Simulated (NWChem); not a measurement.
System: CH3Cl3Si; SMILES C[Si](Cl)(Cl)Cl

NWChem printed, in part:

```
             Northwest Computational Chemistry Package (NWChem) 7.3.0
             --------------------------------------------------------

 C3  symmetry detected

                             Geometry "geometry" -> ""
                             -------------------------

 Output coordinates in angstroms (scale by  1.889725989 to convert to a.u.)

  No.       Tag          Charge          X              Y              Z
 ---- ---------------- ---------- -------------- -------------- --------------
    1 C                    6.0000    -0.00000000     0.00000000    -2.11777058
    2 Si                  14.0000    -0.00000000     0.00000000    -0.25660958
    3 Cl                  17.0000    -0.37605143     1.89766869     0.46640842
    4 Cl                  17.0000    -1.45540358    -1.27450443     0.46640842
    5 Cl                  17.0000     1.83145501    -0.62316426     0.46640842
    6 H                    1.0000     0.77332244     0.67668345    -2.49589058
    7 H                    1.0000     0.19936384    -1.00805860    -2.49589058
    8 H                    1.0000    -0.97268628     0.33137515    -2.49589058

 Effective nuclear repulsion energy (a.u.)     434.8266036967

      Symmetry information
      --------------------

 Group name             C3
 Group number              5
 Group order               3
 No. of unique centers     4

                                 NWChem DFT Module
                                 -----------------

 Summary of "ao basis" -> "ao basis" (spherical)
 ------------------------------------------------------------------------------
       Tag                 Description            Shells   Functions and Types
 ---------------- ------------------------------  ------  ---------------------
 C                        aug-pcseg-1                9       23   4s3p2d
 Si                       aug-pcseg-1               11       27   5s4p2d
 Cl                       aug-pcseg-1               11       27   5s4p2d
 H                        aug-pcseg-1                5        9   3s2p

      Symmetry analysis of basis
      --------------------------

        a          56
        e+         51
        e-         51

  Rotation of axis

            General Information
            -------------------
          SCF calculation type: DFT
          Wavefunction type:  closed shell.
          No. of atoms     :     8
          No. of electrons :    74
           Alpha electrons :    37
            Beta electrons :    37
          Charge           :     0
          Spin multiplicity:     1
          Use of symmetry is: on ; symmetry adaption is: on
          Maximum number of iterations: 150
          AO basis - number of functions:   158
                     number of shells:    68
          Convergence on energy requested:  1.00D-06
          Convergence on density requested:  1.00D-05
          Convergence on gradient requested:  5.00D-04

              XC Information
              --------------
                  TPSS metaGGA Exchange Functional  1.000
             TPSS03 metaGGA Correlation Functional  1.000

             Grid Information
             ----------------
          Grid used for XC integration:  medium
          Radial quadrature: Mura-Knowles
          Angular quadrature: Lebedev.
          Tag              B.-S. Rad. Rad. Pts. Rad. Cut. Ang. Pts.
          ---              ---------- --------- --------- ---------
          C                   0.70       49          14.0       434
          Si                  1.10       88          14.0       590
          Cl                  1.00       88          16.0       590
          H                   0.35       45          15.0       434
          Grid pruning is: on
          Number of quadrature shells:   270
          Spatial weights used:  Erf1

      Superposition of Atomic Density Guess
      -------------------------------------

 Sum of atomic energies:       -1706.26888723

      Non-variational initial energy
      ------------------------------

 Total energy =   -1707.966997
 1-e energy   =   -3224.680632
 2-e energy   =    1081.887032
 HOMO         =      -0.396282
 LUMO         =       0.012351

      Symmetry analysis of molecular orbitals - initial
      -------------------------------------------------

  Numbering of irreducible representations:

     1 a           2 e+          3 e-

  Orbital symmetries:

     1 a           2 e+          3 e+          4 a           5 a
     6 a           7 e+          8 e+          9 a          10 e+
    11 e+         12 a          13 e+         14 e+         15 e+
    16 e+         17 a          18 a          19 a          20 e+
    21 e+         22 a          23 a          24 e+         25 e+
    26 a          27 e+         28 e+         29 a          30 e+
    31 e+         32 e+         33 e+         34 e+         35 e+
    36 a          37 a          38 a          39 a          40 e+
    41 e+         42 a          43 e+         44 e+         45 a
    46 e+         47 e+

     ---------------------------------------------
      Total Density - Mulliken Population Analysis
     ---------------------------------------------

    Atom       Charge   Shell Charges
 -----------   ------   -------------------------------------------------------
    1 C    6     7.36   2.00  0.79  0.53  0.14  2.15  1.69 -0.01  0.01  0.07
    2 Si  14    11.01   2.00  2.00  0.83 -0.38 -0.06  5.99  1.30 -0.49 -0.00  0.21 -0.38
    3 Cl  17    17.83   2.00  2.00  1.20  0.80  0.04  6.00  3.89  1.80  0.07  0.01  0.02
    4 Cl  17    17.83   2.00  2.00  1.20  0.80  0.04  6.00  3.89  1.80  0.07  0.01  0.02
    5 Cl  17    17.83   2.00  2.00  1.20  0.80  0.04  6.00  3.89  1.80  0.07  0.01  0.02
    6 H    1     0.71   0.67 -0.10 -0.00  0.02  0.12
    7 H    1     0.71   0.67 -0.10 -0.00  0.02  0.12
    8 H    1     0.71   0.67 -0.10 -0.00  0.02  0.12

   convergence    iter        energy       DeltaE   RMS-Dens  Diis-err
 ---------------- ----- ----------------- --------- --------- ---------
 d= 0,ls=0.0,diis     1  -1710.1228000036 -2.14D+03  1.56D-02  6.46D-01
 d= 0,ls=0.0,diis     2  -1710.0375283319  8.53D-02  1.02D-02  1.08D+00
 d= 0,ls=0.0,diis     3  -1710.1912657482 -1.54D-01  1.80D-03  5.76D-02
 d= 0,ls=0.0,diis     4  -1710.1993910744 -8.13D-03  5.05D-04  3.79D-03
 d= 0,ls=0.0,diis     5  -1710.1998819251 -4.91D-04  1.40D-04  1.76D-04
  Resetting Diis
 d= 0,ls=0.0,diis     6  -1710.1999076122 -2.57D-05  1.92D-05  4.55D-06
 d= 0,ls=0.0,diis     7  -1710.1999082357 -6.23D-07  1.04D-05  4.26D-07
 d= 0,ls=0.0,diis     8  -1710.1999082238  1.19D-08  5.65D-06  5.08D-07

         Total DFT energy =    -1710.199908223777
      One electron energy =    -3227.439100897105
           Coulomb energy =     1194.796403462549
    Exchange-Corr. energy =     -112.383814485928
 Nuclear repulsion energy =      434.826603696708

 Numeric. integr. density =       73.999998536285

                  Occupations of the irreducible representations
                  ----------------------------------------------

                     irrep           alpha         beta
                     --------     --------     --------
                     a                15.0         15.0
                     e+               22.0         22.0
                     e-                0.0          0.0

                       DFT Final Molecular Orbital Analysis
                       ------------------------------------

 Vector   35  Occ=2.000000D+00  E=-3.028535D-01  Symmetry=e+
              MO Center=  2.9D-01,  5.9D-01,  3.6D-01, r^2= 4.5D+00
   Bfn.  Coefficient  Atom+Function         Bfn.  Coefficient  Atom+Function
  ----- ------------  ---------------      ----- ------------  ---------------
    61      0.467514  3 Cl pz               115     -0.369349  5 Cl pz
    60     -0.287543  3 Cl py                64      0.252141  3 Cl pz
   114     -0.227068  5 Cl py                87     -0.217407  4 Cl py
   118     -0.199196  5 Cl pz                58     -0.180487  3 Cl pz
   113      0.179815  5 Cl px                63     -0.149504  3 Cl py

 Vector   36  Occ=2.000000D+00  E=-3.011500D-01  Symmetry=a
              MO Center=  1.8D-13,  1.1D-13, -2.7D-01, r^2= 4.9D+00
   Bfn.  Coefficient  Atom+Function         Bfn.  Coefficient  Atom+Function
  ----- ------------  ---------------      ----- ------------  ---------------
    61      0.369275  3 Cl pz                88      0.369275  4 Cl pz
   115      0.369275  5 Cl pz                 7      0.309205  1 C  pz
     4      0.261552  1 C  s                 10      0.204585  1 C  pz
    64      0.197041  3 Cl pz                91      0.197041  4 Cl pz
   118      0.197041  5 Cl pz                34     -0.191608  2 Si pz

 Vector   37  Occ=2.000000D+00  E=-2.920409D-01  Symmetry=a
              MO Center=  2.2D-14, -3.8D-14,  4.5D-01, r^2= 4.9D+00
   Bfn.  Coefficient  Atom+Function         Bfn.  Coefficient  Atom+Function
  ----- ------------  ---------------      ----- ------------  ---------------
    59      0.457777  3 Cl px               114     -0.441803  5 Cl py
    87      0.351090  4 Cl py                86     -0.307448  4 Cl px
    62      0.225924  3 Cl px               117     -0.218040  5 Cl py
    56     -0.175449  3 Cl px                90      0.173272  4 Cl py
   111      0.169327  5 Cl py                89     -0.151732  4 Cl px

 Vector   38  Occ=0.000000D+00  E=-4.245951D-02  Symmetry=a
              MO Center=  8.7D-14,  8.3D-14,  6.0D-02, r^2= 8.1D+00
   Bfn.  Coefficient  Atom+Function         Bfn.  Coefficient  Atom+Function
  ----- ------------  ---------------      ----- ------------  ---------------
    27      1.548367  2 Si s                 28      0.912317  2 Si s
    26      0.566232  2 Si s                 55     -0.369102  3 Cl s
    82     -0.369102  4 Cl s                109     -0.369102  5 Cl s
    63      0.342176  3 Cl py                34      0.336850  2 Si pz
    25     -0.332470  2 Si s                116      0.330237  5 Cl px

 Vector   39  Occ=0.000000D+00  E=-1.648537D-02  Symmetry=a
              MO Center=  7.9D-13, -2.9D-13, -2.0D+00, r^2= 1.2D+01
   Bfn.  Coefficient  Atom+Function         Bfn.  Coefficient  Atom+Function
  ----- ------------  ---------------      ----- ------------  ---------------
     4      1.672940  1 C  s                134     -0.804894  6 H  s
   143     -0.804894  7 H  s                152     -0.804894  8 H  s
     3      0.529379  1 C  s                 26      0.315756  2 Si s
   133     -0.315729  6 H  s                142     -0.315729  7 H  s
   151     -0.315729  8 H  s                 13     -0.293864  1 C  pz

 Vector   40  Occ=0.000000D+00  E=-8.126436D-03  Symmetry=e+
              MO Center= -1.8D-01, -4.3D-02, -1.0D-01, r^2= 7.3D+00
   Bfn.  Coefficient  Atom+Function         Bfn.  Coefficient  Atom+Function
  ----- ------------  ---------------      ----- ------------  ---------------
    36      0.611924  2 Si py                33      0.559887  2 Si py
   134     -0.453974  6 H  s                 35      0.425497  2 Si px
   133     -0.423366  6 H  s                 82      0.420296  4 Cl s
    32      0.389231  2 Si px                39      0.367190  2 Si py
   143      0.325451  7 H  s                 81      0.302370  4 Cl s

     ---------------------------------------------
      Total Density - Mulliken Population Analysis
     ---------------------------------------------

    Atom       Charge   Shell Charges
 -----------   ------   -------------------------------------------------------
    1 C    6     6.98   1.99  0.72  0.54  0.21  2.16  1.32 -0.05  0.02  0.08
    2 Si  14    11.49   2.00  1.99  1.00 -0.51 -0.07  5.98  1.87 -0.57 -0.02  0.31 -0.50
    3 Cl  17    17.70   2.00  1.99  1.23  0.81  0.06  5.98  3.83  1.63  0.10  0.02  0.03
    4 Cl  17    17.70   2.00  1.99  1.23  0.81  0.06  5.98  3.83  1.63  0.10  0.02  0.03
    5 Cl  17    17.70   2.00  1.99  1.23  0.81  0.06  5.98  3.83  1.63  0.10  0.02  0.03
    6 H    1     0.81   0.76 -0.08  0.01  0.02  0.11
    7 H    1     0.81   0.76 -0.08  0.01  0.02  0.11
    8 H    1     0.81   0.76 -0.08  0.01  0.02  0.11

     -------------------------------------------
      Total Density - Lowdin Population Analysis
     -------------------------------------------

    Atom       Charge   Shell Charges
 -----------   ------   -------------------------------------------------------
    1 C    6     6.32   1.98  0.50  0.28  0.06  1.96  1.11  0.11  0.04  0.27
    2 Si  14    13.57   2.00  1.91  0.42  0.14  0.05  5.88  1.46  0.46  0.07  0.43  0.75
    3 Cl  17    17.02   2.00  1.96  1.00  0.62  0.11  5.92  3.56  1.54  0.15  0.02  0.15
    4 Cl  17    17.02   2.00  1.96  1.00  0.62  0.11  5.92  3.56  1.54  0.15  0.02  0.15
    5 Cl  17    17.02   2.00  1.96  1.00  0.62  0.11  5.92  3.56  1.54  0.15  0.02  0.15
    6 H    1     1.01   0.60  0.14  0.03  0.05  0.20
    7 H    1     1.01   0.60  0.14  0.03  0.05  0.20
    8 H    1     1.01   0.60  0.14  0.03  0.05  0.20

     Multipole analysis of the density
     ---------------------------------

     L   x y z        total         alpha         beta         nuclear
     -   - - -        -----         -----         ----         -------
     0   0 0 0     -0.000000    -37.000000    -37.000000     74.000000

     1   1 0 0      0.000000      0.000000      0.000000     -0.000000
     1   0 1 0     -0.000000     -0.000000     -0.000000     -0.000000
     1   0 0 1     -0.806946     -0.403473     -0.403473      0.000000

     2   2 0 0    -43.912613   -195.187209   -195.187209    346.461806
     2   1 1 0      0.000000      0.000000      0.000000      0.000000
     2   1 0 1     -0.000000     -0.000000     -0.000000     -0.000000
     2   0 2 0    -43.912613   -195.187209   -195.187209    346.461806
     2   0 1 1     -0.000000     -0.000000     -0.000000      0.000000
     2   0 0 2    -40.678925   -123.211789   -123.211789    205.744652
```

Level: TPSS/aug-pcseg-1. All runs use the structure optimised with B3LYP/6-31G* (spherical d).

Q: Write an input that gives this output.

A: Several could match; the one computed here: the input that was run:
```
start job
memory heap 200 mb stack 900 mb global 1100 mb
geometry units angstroms noautoz
  C      0.000000     0.000000    -2.128085
  Si     0.000000     0.000000    -0.266924
  Cl    -0.782184     1.769392     0.456094
  Cl    -1.141246    -1.562088     0.456094
  Cl     1.923431    -0.207305     0.456094
  H      0.606510     0.829502    -2.506205
  H      0.415115    -0.940004    -2.506205
  H     -1.021625     0.110502    -2.506205
end
basis spherical
  * library aug-pcseg-1
end
dft
  xc xtpss03 ctpss03
  iterations 150
  mulliken
end
task dft energy
```
